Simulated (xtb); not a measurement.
Sn(OH)(NH2) (H₃NOSn), SMILES [NH2][Sn][OH] (connectivity only; charge and spin as stated), neutral, multiplicity 1. All values are semi-empirical tight-binding results from xtb (GFN2-xTB unless named), good for trends rather than for accurate numbers. Geometry optimised at GFN2-xTB. The values are those of a single conformer.

Optimised geometry:

```xyz
6

Sn     0.3818    -0.0411     0.0000
O     -1.0526    -1.4839     0.0000
H     -1.9904    -1.3097     0.0000
N     -0.8824     1.5870     0.0000
H     -1.8935     1.5647     0.0000
H     -0.6068     2.5596     0.0000
```

For metal compounds this method's bond lengths and energies can be far off.

- point group as xtb finds it = Cs
- orbital gap = 3.82 eV
- zero-point energy = 21.7 kcal/mol
- G − E(el) at 298.15 K (modified RRHO) = 3.4 kcal/mol

Computed atomic charges and the Wiberg bond orders between heavy atoms:
charges (e) Sn1 0.41, O2 -0.56, H3 0.29, N4 -0.44, H5 0.16, H6 0.15. Bond orders Sn1–O2 1.18, Sn1–N4 1.29.
